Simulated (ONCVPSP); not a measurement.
# Transferability test, ONCV potential for Ru

Ru (Z = 44), optimised norm-conserving Vanderbilt (ONCV), made with ONCVPSP 4.0.1 (PBE, scalar-relativistic). Core [Ar] 3d10 4s2, reference 4p6 4d7 5s1. Waves: 5s: rc 2.35 bohr, ncon 4, nbas 8, qcut 2.3 1/bohr, 2 projectors, debl 3.3 Ha; 4p: rc 1.40 bohr, ncon 5, nbas 8, qcut 9.4 1/bohr, 2 projectors, debl 2.8 Ha; 4d: rc 2.10 bohr, ncon 4, nbas 9, qcut 6.2 1/bohr, 3 projectors, debl 0.6 Ha. Local part: polynomial inside 1.25 bohr (lpopt 5, dvloc0 -1 Ha). Core correction: Teter function, fcfact 1.75, rcfact 1.8.

Energies are relative to the spin-unpolarised reference configuration 4p6 4d7 5s1; without spin polarisation the order of configurations can differ from experiment.

| valence configuration | charge | ΔE all-electron (eV) | error AE − PS (meV) |
| --- | --- | --- | --- |
| 4p6 4d7 5s0 | +1 | 7.292 | -7.6 |
| 4p6 4d6 5s0 | +2 | 25.479 | +14 |
| 4p6 4d5 5s0 | +3 | 56.102 | +78 |

Q: What are ΔE and the potential's error for 4p6 4d6 5s2?

A: ΔE = 1.700 eV all-electron; the error (AE − PS) is -16 meV.

Levels in the configuration 4p6 4d5 5s0:

```csv
level,all-electron (eV),pseudo (eV)
4p,-80.724,-80.632
4d,-37.352,-37.251
```

Note: ghosts flagged at negative energy: s at -76.1 eV; GHOST(+) flagged for s at 132.4 eV. A true bound ghost makes a file unfit for plane-wave use.
